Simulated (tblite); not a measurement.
C4H7AlBr2.
Atom-mapped SMILES: `[AlH2:1][CH2:2][CH2:3]/[C:4]([Br:5])=[CH:6]/[Br:7]` (hydrogens: H8, H9 on Al1; H10, H11 on C2; H12, H13 on C3; H14 on C6)

Computed with GFN2-xTB (tblite), gas phase: L-BFGS steps from a force-field or distance-geometry start until the largest atomic force falls under 0.01 eV/Å.

Step 8: E = -580.1500 eV
```
atom  x, y, z in Å  |  force x, y, z in eV/Å
Al1     2.6041    0.7509    0.3200    0.048   0.040   0.028
C2      0.6146    0.6000    0.3821   -0.045   0.008   0.006
C3      0.1202   -0.6685   -0.3471   -0.091  -0.008  -0.004
C4     -1.3757   -0.7858   -0.2950   -0.105  -0.020  -0.037
Br5    -2.1023   -2.1347    0.8409    0.044   0.051   0.003
C6     -2.1814    0.0133   -0.9853   -0.026   0.012  -0.008
Br7    -4.0667   -0.0537   -0.9599    0.057  -0.023   0.040
H8      3.3444    1.9311    0.9805    0.076  -0.001  -0.005
H9      3.4547   -0.3161   -0.4030    0.035  -0.028  -0.019
H10     0.1318    1.4844   -0.0586   -0.042   0.008  -0.053
H11     0.2471    0.5857    1.4177   -0.053  -0.061   0.077
H12     0.4296   -0.6369   -1.3973    0.064   0.010   0.024
H13     0.5684   -1.5557    0.1070    0.026   0.027  -0.025
H14    -1.7895    0.7855   -1.6292    0.012  -0.015  -0.026
```

Step 9: E = -580.1517 eV
```
atom  x, y, z in Å  |  force x, y, z in eV/Å
Al1     2.6020    0.7516    0.3215    0.067   0.022   0.015
C2      0.6117    0.6007    0.3851   -0.076  -0.025  -0.045
C3      0.1193   -0.6713   -0.3485   -0.038   0.079   0.037
C4     -1.3766   -0.7852   -0.2964   -0.055  -0.049  -0.036
Br5    -2.0996   -2.1325    0.8430    0.029   0.050   0.003
C6     -2.1817    0.0135   -0.9869   -0.048   0.031  -0.022
Br7    -4.0667   -0.0533   -0.9584    0.044  -0.024   0.041
H8      3.3523    1.9269    0.9773    0.067   0.014   0.005
H9      3.4585   -0.3129   -0.4013    0.012  -0.026  -0.016
H10     0.1269    1.4843   -0.0592   -0.019  -0.030  -0.023
H11     0.2425    0.5854    1.4208   -0.051  -0.061   0.048
H12     0.4337   -0.6363   -1.3977    0.042   0.009   0.041
H13     0.5700   -1.5577    0.1059    0.004   0.040  -0.031
H14    -1.7930    0.7864   -1.6324    0.023  -0.028  -0.018
```

Step 10: E = -580.1532 eV
```
atom  x, y, z in Å  |  force x, y, z in eV/Å
Al1     2.6013    0.7528    0.3231    0.053  -0.002   0.002
C2      0.6078    0.6010    0.3876   -0.071  -0.040  -0.056
C3      0.1174   -0.6727   -0.3494    0.017   0.120   0.052
C4     -1.3786   -0.7855   -0.2985    0.010  -0.052  -0.038
Br5    -2.0967   -2.1296    0.8449    0.006   0.037   0.010
C6     -2.1827    0.0141   -0.9887   -0.045   0.031  -0.028
Br7    -4.0659   -0.0535   -0.9562    0.007  -0.021   0.039
H8      3.3609    1.9235    0.9747    0.058   0.026   0.014
H9      3.4621   -0.3107   -0.4002   -0.011  -0.018  -0.010
H10     0.1221    1.4838   -0.0604   -0.004  -0.054   0.009
H11     0.2375    0.5837    1.4243   -0.043  -0.053   0.000
H12     0.4382   -0.6356   -1.3971    0.015   0.012   0.048
H13     0.5714   -1.5584    0.1043   -0.022   0.050  -0.028
H14    -1.7956    0.7866   -1.6356    0.030  -0.034  -0.014
```

Step 11: E = -580.1545 eV
```
atom  x, y, z in Å  |  force x, y, z in eV/Å
Al1     2.6017    0.7537    0.3245    0.021  -0.017  -0.005
C2      0.6036    0.6008    0.3892   -0.029  -0.029  -0.029
C3      0.1158   -0.6722   -0.3495    0.047   0.102   0.035
C4     -1.3804   -0.7864   -0.3013    0.056  -0.030  -0.038
Br5    -2.0941   -2.1265    0.8467   -0.014   0.021   0.018
C6     -2.1841    0.0149   -0.9903   -0.021   0.014  -0.023
Br7    -4.0651   -0.0541   -0.9536   -0.032  -0.017   0.034
H8      3.3690    1.9213    0.9729    0.047   0.029   0.017
H9      3.4649   -0.3095   -0.3996   -0.027  -0.013  -0.005
H10     0.1179    1.4825   -0.0615    0.000  -0.055   0.030
H11     0.2325    0.5812    1.4270   -0.033  -0.040  -0.042
H12     0.4423   -0.6347   -1.3955   -0.006   0.021   0.038
H13     0.5721   -1.5578    0.1024   -0.039   0.048  -0.015
H14    -1.7969    0.7862   -1.6386    0.030  -0.034  -0.015
```

Q: Estimate the geometry and energy of step 12. (The exact step hangs on the optimiser's Hessian estimate; all steps are aligned on step 11, rigid shifts and turns removed.)

A: E = -580.1555 eV, largest force 0.071 eV/Å
```
atom  x, y, z in Å  |  force x, y, z in eV/Å
Al1     2.6024    0.7542    0.3255   -0.006  -0.017  -0.002
C2      0.6002    0.6003    0.3902    0.024  -0.003   0.011
C3      0.1151   -0.6703   -0.3491    0.046   0.045   0.001
C4     -1.3812   -0.7874   -0.3044    0.065   0.001  -0.029
Br5    -2.0923   -2.1235    0.8484   -0.023   0.011   0.019
C6     -2.1853    0.0154   -0.9918    0.007  -0.011  -0.013
Br7    -4.0649   -0.0549   -0.9508   -0.052  -0.012   0.028
H8      3.3762    1.9201    0.9719    0.033   0.022   0.014
H9      3.4665   -0.3088   -0.3993   -0.037  -0.011  -0.004
H10     0.1146    1.4806   -0.0618   -0.004  -0.033   0.036
H11     0.2281    0.5784    1.4283   -0.025  -0.029  -0.059
H12     0.4454   -0.6335   -1.3935   -0.013   0.032   0.011
H13     0.5719   -1.5563    0.1007   -0.039   0.035   0.004
H14    -1.7974    0.7851   -1.6413    0.024  -0.029  -0.018
```

The energy changes by -0.0010 eV. The first-order estimate −F·Δx gives -0.0014 eV and the mean of the old and new forces, exact on a quadratic surface, -0.0010 eV. The step makes an angle of 63° with the force vector and moves no atom by more than 0.007 Å.

The cost below is that of the whole relaxation. The run took 2.0 s on Intel Xeon at 2.50 GHz, one thread, no GPU, on a shared host.
